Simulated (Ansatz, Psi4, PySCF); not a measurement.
H$_{4}$Ge, singlet, geometry from GFN2-xTB. Base run: PBE/6-311G** run with PySCF.

Geometry (Å):
```xyz
5

Ge     0.0000     0.0000     0.0000
H     -0.5901    -0.8648    -1.0497
H      0.5551    -0.8464     1.0832
H     -1.0487     0.8886     0.5554
H      1.0837     0.8226    -0.5890
```
All else is at PySCF's defaults.

The same geometry, method and basis name were run in Ansatz (a first-principles code) and Psi4 and PySCF, at each program's defaults and at the settings that a row names. The base is PySCF at its defaults. Differences at the defaults can come from grids, fitting, cores and function types together.

```
code and settings                                                                             ΔE vs base (mEh)  basis functions       E (Eh)  SCF cycles
--------------------------------------------------------------------------------------------  ----------------  ---------------  -----------  ----------
PySCF, defaults (exact integrals, its default grid, spherical functions)                                 0.000               68  -2079.01698           8
Psi4, defaults (density fitting with its default set, its default grid, spherical functions)            -0.022               68  -2079.01700           9
Ansatz, defaults (factorised integrals, its default grid, spherical functions)                          -0.001               68  -2079.01698           -
PySCF, density fitting with def2-universal-jkfit                                                        -0.056               68  -2079.01703           8
PySCF, fine grid                                                                                         0.000               68  -2079.01698           8
Psi4, exact integrals, spherical functions, fine grid                                                   -0.001               68  -2079.01698          10
Ansatz, high accuracy                                                                                    0.000               68  -2079.01698           -
```
